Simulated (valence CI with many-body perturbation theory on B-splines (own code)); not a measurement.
Zr³⁵⁺: electric-dipole lines

Method: valence CI with perturbative core correlation (CI+MBPT): three valence electrons over a frozen Dirac-Fock core [He], radial functions for each j: 11 s, 11 p, 9 d, 7 f, 5 g, 2 h, 1 i, with the one-electron correlation potential Σ1 (screened to all orders), the two-electron term Σ2, the three-electron term Σ3, Breit, model QED; selected single and double excitations, second order for the rest (own B-spline code, finite nucleus).

No measured spectrum was set against this ion. As an estimate, large intervals hold to a few tenths of a per cent, small ones and those within an open d or f shell to about a per cent.

Lines 151 to 200 of 264 in falling wavelength, among levels below 3058.3 eV, chosen from the strongest by gf and those to the six lowest levels. Wavelengths and rates use the calculated energies. Electric multipoles are in the length gauge, E1 and E2 with the static RPA response of the core. Weak lines are less certain than strong ones. Lines between different terms over intervals too small for the method are left out, as are lines whose strength nearly cancels. The highest levels of a list are the least certain.

Levels are named by their leading jj configuration (3d3/2^4 stands for four electrons in 3d with j = 3/2), which in mixed levels can hold well under half, so a name can repeat and another be missing. Letters in brackets count levels of one name in rising energy.

```
λ vac (nm)                          Upper                       Lower   A (s⁻¹)  S (a.u.) with core polarisation  S without
    0.4653     (2s 2p1/2 3d5/2) J=5/2 [b]      (2s 2p1/2 2p3/2) J=5/2  4.33e+12                         1.29e-03   1.29e-03
    0.4651             (2s^2 3d5/2) J=5/2          (2s^2 2p3/2) J=3/2  1.22e+14                         3.65e-02   3.65e-02
    0.4647     (2s 2p1/2 3d5/2) J=5/2 [a]  (2s 2p1/2 2p3/2) J=3/2 [a]  6.32e+13                         1.88e-02   1.88e-02
    0.4641     (2s 2p1/2 3d3/2) J=3/2 [b]  (2s 2p1/2 2p3/2) J=3/2 [a]  2.28e+13                         4.51e-03   4.51e-03
    0.4641         (2s 2p1/2 3d3/2) J=1/2  (2s 2p1/2 2p3/2) J=3/2 [a]  4.53e+12                         4.47e-04   4.48e-04
    0.4639          (2p1/2^2 3p1/2) J=1/2  (2s 2p1/2 2p3/2) J=3/2 [b]  4.67e+11                         4.61e-05   4.60e-05
    0.4629         (2s 2p1/2 3p1/2) J=3/2          (2s^2 2p3/2) J=3/2  2.78e+12                         5.45e-04   5.45e-04
    0.4616     (2s 2p1/2 3d5/2) J=5/2 [b]  (2s 2p1/2 2p3/2) J=3/2 [a]  1.10e+13                         3.19e-03   3.20e-03
    0.4614     (2s 2p3/2 3d3/2) J=5/2 [b]          (2s 2p3/2^2) J=5/2  8.45e+12                         2.46e-03   2.46e-03
    0.4613        (2s 2p3/2 3s) J=3/2 [b]      (2s 2p1/2 2p3/2) J=5/2  2.83e+11                         5.49e-05   5.48e-05
    0.4607      (2p1/2 2p3/2 3d3/2) J=3/2       (2p1/2^2 2p3/2) J=3/2  2.00e+13                         3.87e-03   3.88e-03
    0.4607     (2s 2p3/2 3d5/2) J=7/2 [b]          (2s 2p3/2^2) J=5/2  5.37e+13                         2.07e-02   2.08e-02
    0.4605      (2p1/2 2p3/2 3d3/2) J=5/2       (2p1/2^2 2p3/2) J=3/2  9.98e+12                         2.89e-03   2.89e-03
    0.4601     (2s 2p3/2 3d3/2) J=5/2 [a]  (2s 2p1/2 2p3/2) J=3/2 [b]  4.58e+11                         1.32e-04   1.32e-04
    0.4599     (2s 2p1/2 3p1/2) J=1/2 [b]          (2s^2 2p3/2) J=3/2  6.30e+11                         6.05e-05   6.04e-05
    0.4596     (2s 2p3/2 3d3/2) J=1/2 [a]  (2s 2p1/2 2p3/2) J=3/2 [b]  9.14e+11                         8.76e-05   8.77e-05
    0.4590     (2s 2p1/2 3p3/2) J=3/2 [a]          (2s^2 2p3/2) J=3/2  2.40e+11                         4.59e-05   4.59e-05
    0.4584      (2p1/2 2p3/2 3d5/2) J=5/2       (2p1/2^2 2p3/2) J=3/2  4.87e+13                         1.39e-02   1.39e-02
    0.4584     (2s 2p3/2 3d5/2) J=3/2 [a]      (2s 2p1/2 2p3/2) J=1/2  1.90e+13                         3.61e-03   3.61e-03
    0.4581     (2s 2p3/2 3d5/2) J=5/2 [a]  (2s 2p1/2 2p3/2) J=3/2 [b]  1.47e+12                         4.19e-04   4.19e-04
    0.4573     (2s 2p3/2 3d5/2) J=3/2 [a]  (2s 2p1/2 2p3/2) J=3/2 [b]  7.57e+12                         1.43e-03   1.43e-03
    0.4570         (2s 2p1/2 3p3/2) J=5/2          (2s^2 2p3/2) J=3/2  1.50e+12                         4.23e-04   4.23e-04
    0.4564     (2s 2p1/2 3p3/2) J=3/2 [b]          (2s^2 2p3/2) J=3/2  4.98e+11                         9.35e-05   9.33e-05
    0.4561     (2s 2p1/2 3d3/2) J=3/2 [a]          (2s 2p1/2^2) J=1/2  9.60e+12                         1.80e-03   1.80e-03
    0.4553         (2s 2p3/2 3d5/2) J=1/2  (2s 2p1/2 2p3/2) J=3/2 [b]  7.47e+11                         6.96e-05   6.98e-05
    0.4539     (2s 2p3/2 3d3/2) J=5/2 [a]      (2s 2p1/2 2p3/2) J=5/2  7.73e+13                         2.14e-02   2.14e-02
    0.4538         (2s 2p3/2 3d3/2) J=7/2      (2s 2p1/2 2p3/2) J=5/2  1.07e+14                         3.96e-02   3.97e-02
    0.4535     (2s 2p3/2 3d3/2) J=3/2 [a]      (2s 2p1/2 2p3/2) J=5/2  3.65e+13                         6.72e-03   6.73e-03
    0.4530        (2s 2p3/2 3s) J=3/2 [a]          (2s 2p1/2^2) J=1/2  2.30e+12                         4.22e-04   4.22e-04
    0.4525     (2s 2p1/2 3d3/2) J=3/2 [b]          (2s 2p1/2^2) J=1/2  1.15e+14                         2.10e-02   2.10e-02
    0.4525         (2s 2p1/2 3d3/2) J=1/2          (2s 2p1/2^2) J=1/2  1.80e+14                         1.65e-02   1.65e-02
    0.4524     (2s 2p3/2 3d3/2) J=3/2 [b]      (2s 2p1/2 2p3/2) J=1/2  5.88e+13                         1.07e-02   1.08e-02
    0.4519     (2s 2p3/2 3d5/2) J=5/2 [a]      (2s 2p1/2 2p3/2) J=5/2  3.53e+12                         9.64e-04   9.65e-04
    0.4519      (2p1/2 2p3/2 3p1/2) J=1/2      (2s 2p1/2 2p3/2) J=1/2  2.85e+13                         2.59e-03   2.60e-03
    0.4517     (2s 2p3/2 3d3/2) J=5/2 [b]  (2s 2p1/2 2p3/2) J=3/2 [b]  1.33e+14                         3.62e-02   3.62e-02
    0.4515     (2s 2p3/2 3d3/2) J=1/2 [b]      (2s 2p1/2 2p3/2) J=1/2  5.95e+13                         5.41e-03   5.42e-03
    0.4514     (2s 2p3/2 3d3/2) J=3/2 [b]  (2s 2p1/2 2p3/2) J=3/2 [b]  3.38e+13                         6.14e-03   6.14e-03
    0.4504     (2s 2p3/2 3d3/2) J=1/2 [b]  (2s 2p1/2 2p3/2) J=3/2 [b]  1.38e+13                         1.25e-03   1.25e-03
    0.4504     (2s 2p3/2 3d3/2) J=5/2 [a]  (2s 2p1/2 2p3/2) J=3/2 [a]  5.10e+13                         1.38e-02   1.38e-02
    0.4504         (2s 2p1/2 3d5/2) J=3/2          (2s 2p1/2^2) J=1/2  5.38e+12                         9.71e-04   9.73e-04
    0.4502     (2s 2p3/2 3d5/2) J=7/2 [a]      (2s 2p1/2 2p3/2) J=5/2  1.16e+13                         4.18e-03   4.19e-03
    0.4502             (2s^2 3d3/2) J=3/2          (2s^2 2p1/2) J=1/2  1.18e+14                         2.13e-02   2.13e-02
    0.4500  (2p1/2 2p3/2 3p1/2) J=3/2 [a]  (2s 2p1/2 2p3/2) J=3/2 [b]  9.32e+11                         1.68e-04   1.68e-04
    0.4500     (2s 2p3/2 3d3/2) J=3/2 [a]  (2s 2p1/2 2p3/2) J=3/2 [a]  9.11e+13                         1.64e-02   1.64e-02
    0.4498     (2s 2p3/2 3d3/2) J=1/2 [a]  (2s 2p1/2 2p3/2) J=3/2 [a]  1.22e+14                         1.10e-02   1.10e-02
    0.4498     (2s 2p3/2 3d5/2) J=5/2 [b]  (2s 2p1/2 2p3/2) J=3/2 [b]  3.71e+12                         1.00e-03   1.00e-03
    0.4492     (2s 2p3/2 3d5/2) J=3/2 [b]  (2s 2p1/2 2p3/2) J=3/2 [b]  1.18e+12                         2.11e-04   2.11e-04
    0.4487     (2s 2p1/2 3p1/2) J=1/2 [a]          (2s^2 2p1/2) J=1/2  1.18e+13                         1.05e-03   1.05e-03
    0.4485      (2p1/2 2p3/2 3p1/2) J=5/2  (2s 2p1/2 2p3/2) J=3/2 [b]  4.17e+11                         1.11e-04   1.10e-04
    0.4473     (2s 2p3/2 3p1/2) J=3/2 [a]          (2s^2 2p3/2) J=3/2  1.28e+13                         2.26e-03   2.25e-03
```
